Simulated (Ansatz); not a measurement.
Saddle point of Si4H10F2, closed shell (Si₄H₉F ([F][Si]([SiH3])([SiH3])[SiH3]) + HF → Si₃H₆F₂ ([F][Si]([F])([SiH3])[SiH3]) + SiH₄; bonds formed: Si1–F7, Si2–H6; bonds broken: Si1–Si2, H6–F7), PBE0-D4/def2-TZVP structure:

Si1  (-0.182, -0.065, -0.348)
Si2  (-0.703, 1.305, 1.814)
Si3  (-0.659, -2.348, -0.227)
Si4  (1.286, 0.963, -1.845)
F5  (-1.637, 0.621, -0.689)
H6  (0.579, 0.245, 1.198)
F7  (1.474, -0.501, 0.756)
H8  (0.127, 1.425, 3.043)
H9  (-0.854, 2.630, 1.174)
H10  (-2.002, 0.676, 2.138)
H11  (-0.958, -2.698, 1.187)
H12  (-1.831, -2.693, -1.074)
H13  (0.537, -3.102, -0.682)
H14  (0.574, 1.417, -3.068)
H15  (2.346, -0.012, -2.205)
H16  (1.902, 2.139, -1.174)
(Å)

Energies are electronic, without zero-point energy. Barriers and step energies count from the start structure reached by relaxing down the imaginary mode; all methods use the PBE0-D4 structures, on which another method's saddle can fall below an end. Program: Ansatz 0.2.0. Basis: def2-TZVPP, with def2-QZVPP for the basis limit. Cores are frozen in the correlated methods. B3LYP uses VWN-RPA correlation. Extrapolation: Hartree–Fock as exp(−7.88 √X), correlation as X^−2.97.

```json
{"method": "SPW92", "barrier (eV)": "0.925", "step energy (eV)": "-1.018"}
{"method": "PBE-D4", "barrier (eV)": "1.164", "step energy (eV)": "-1.102"}
{"method": "BLYP-D4", "barrier (eV)": "?", "step energy (eV)": "-1.343"}
{"method": "r2SCAN-D4", "barrier (eV)": "1.273", "step energy (eV)": "-1.310"}
{"method": "B97M-V", "barrier (eV)": "1.468", "step energy (eV)": "-1.332"}
{"method": "PBE0-D4", "barrier (eV)": "?", "step energy (eV)": "-1.175"}
{"method": "B3LYP-D4", "barrier (eV)": "?", "step energy (eV)": "-1.388"}
{"method": "r2SCAN0-D4", "barrier (eV)": "1.461", "step energy (eV)": "-1.328"}
{"method": "BHLYP-D4", "barrier (eV)": "1.687", "step energy (eV)": "-1.476"}
{"method": "CAM-B3LYP-D4", "barrier (eV)": "1.437", "step energy (eV)": "-1.481"}
{"method": "wB97X-V", "barrier (eV)": "1.461", "step energy (eV)": "-1.372"}
{"method": "wB97M-V", "barrier (eV)": "1.408", "step energy (eV)": "-1.383"}
{"method": "B2PLYP", "barrier (eV)": "1.466", "step energy (eV)": "-1.499"}
{"method": "PBE-QIDH", "barrier (eV)": "1.526", "step energy (eV)": "-1.322"}
{"method": "RPA on PBE", "barrier (eV)": "1.515", "step energy (eV)": "-1.441"}
{"method": "HF", "barrier (eV)": "2.173", "step energy (eV)": "-1.862"}
{"method": "MP2", "barrier (eV)": "1.508", "step energy (eV)": "-1.399"}
{"method": "CCSD", "barrier (eV)": "1.705", "step energy (eV)": "-1.456"}
{"method": "CCSD(T)", "barrier (eV)": "1.584", "step energy (eV)": "-1.384"}
```

**Question.** Fill in the withheld barriers. (To be estimated.)

**Answer.** The calculation gives: BLYP-D4 1.252; PBE0-D4 1.405; B3LYP-D4 1.432 eV. Each is the energy of the saddle less that of the start structure, by the same method.

For comparison, the barrier by CCSD(T) at an estimated basis limit (MP2 extrapolated from triple and quadruple zeta, plus CCSD(T) − MP2 in triple zeta) is 1.538 eV.

T1 diagnostic: at most 0.015.

Labels in which every atom is bracketed show which atoms are joined, not bond orders.

For scale, one of the runs: CCSD(T)/def2-TZVPP, 370 basis functions, launched by `ansatz run in.yaml --threads 2 --pin off --events-out ev --progress --plain --max-ram 32768MiB --backend cuda --devices 0, --max-vram 18GiB`. Hardware: 2 CPU threads of an AMD EPYC 7R13 and a share of one NVIDIA H100, shared host. Wall time 28 s; peak host memory 0.85 GiB.
